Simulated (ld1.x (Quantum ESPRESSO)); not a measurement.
**Mn (Z = 25): one change to a PAW potential, before and after**

| Property | Result |
| --- | --- |
| Element | Mn |
| Generator | ld1.x (Quantum ESPRESSO) 7.5 |
| Type | PAW |
| Functional | PBE |
| Relativity | scalar-relativistic |
| Frozen core | [Ar] |
| Valence charge | 7 |
| Reference configuration | 3d5 4s2 4p0 |
| Partial waves | 4s (bound): rcut 2.10, rcutus 2.65 bohr; 4s channel at 1.25 Ry: rcut 2.10, rcutus 2.65 bohr; 4p (bound, empty): rcut 2.10, rcutus 2.75 bohr; 4p channel at 5.25 Ry: rcut 2.10, rcutus 2.75 bohr; 3d (bound): rcut 0.95, rcutus 1.25 bohr; 3d channel at 2.15 Ry: rcut 0.95, rcutus 1.25 bohr |
| Local potential | all-electron potential smoothed inside 2.50 bohr (lloc = -1) |
| Core correction | Bessel-smoothed model core inside 0.55 bohr |
| Augmentation charge | BESSEL, radius 1.00 bohr |

Change: waves 4p (bound): rcut 1.74, rcutus 1.84 bohr; 4p channel at 5.25 Ry: rcut 1.74, rcutus 1.84 bohr.

Cutoffs: the cutoffs (Ry, on a coarse ladder) from which the occupation-weighted sum of valence levels, in a spherical-Bessel basis at the reference potential, stays within 10 and 1 mRy of its value at 400 Ry; they do not see the model core or the augmentation charge, which bear on the density cutoff. Errors are all-electron minus pseudo energies relative to the spin-unpolarised reference configuration.

Question: How do hardness, ghosts and transferability respond?

Answer: The potential gets neither clearly harder nor softer (70 Ry and 110 Ry → 70 Ry and 110 Ry); a bound ghost appears in p, which as a rule spoils a file; the number of tests that count goes from 7 to 6; the errors of the 6 common tests hardly move.

| quantity | base | changed |
| --- | --- | --- |
| cutoff, loose | 70 Ry | 70 Ry |
| cutoff, tight | 110 Ry | 110 Ry |
| bound ghosts | none | p |
| tests counted (converged, no solver errors) | 7 of 7 | 6 of 7 |
| error for 3d5 4s1 4p0, meV [ΔE 8.42 eV] | -1.1 | -1.1 |
| error for 3d5 4s0 4p0, meV [ΔE 24.01 eV] | -6.1 | -6.1 |
| error for 3d4 4s0 4p0, meV [ΔE 56.53 eV] | -339 | -339 |
| error for 3d6 4s1 4p0, meV [ΔE -0.36 eV] | -70 | -70 |
| error for 3d5 4s1.5 4p0, meV [ΔE 3.36 eV] | -0.4 | -0.4 |
| error for 3d5.5 4s1.5 4p0, meV [ΔE -0.48 eV] | -22 | -22 |
| lowest overlap eigenvalue by channel | s 0.43, p 0.36, d 1.00 | s 0.43, p 0.03, d 1.00 |

Changed file: Tests not counted: 3d5 4s1 4p1 (solver errors, printed error -2.4 eV). A true bound ghost makes a file unfit for plane-wave use even where its test errors are small: the radial tests pick states by their node count and pass the ghost by. Where a test does run into it, the solver fails or the error is huge.
